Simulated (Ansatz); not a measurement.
Basis-set extrapolation for F2H6N2SSi2 (`N[SiH2]S[Si](N)(F)F`) (PBE0-D4/def2-TZVP geometry, frozen core, the Gaussian-basis code of Ansatz). Multiplicity 1, RHF reference.

|  | def2-TZVPP | def2-QZVPP |
| --- | --- | --- |
| HF | -1287.130407 | -1287.175508 |
| MP2 correlation | -1.336884 | -1.452776 |
| CCSD(T) correlation | -1.431875 | not run |

Energies in hartree. Use E(X) = E(∞) + A·exp(−7.88·√X) for Hartree–Fock and E(X) = E(∞) + B·X^(−2.97) for correlation, with X = 3 and 4, and add CCSD(T) minus MP2 of the smaller set to the MP2 limit.

Task: What is the CCSD(T) energy at the basis-set limit?

Result: HF limit: -1287.175508 + (-0.045101) × 0.13774 = -1287.18172. MP2 limit: -1.452776 + (-0.115892) × 0.74074 = -1.53862. Higher-order term: -1.431875 − (-1.336884) = -0.09499. Total: -1288.81533 hartree, 664.4 kJ/mol below CCSD(T)/def2-TZVPP.
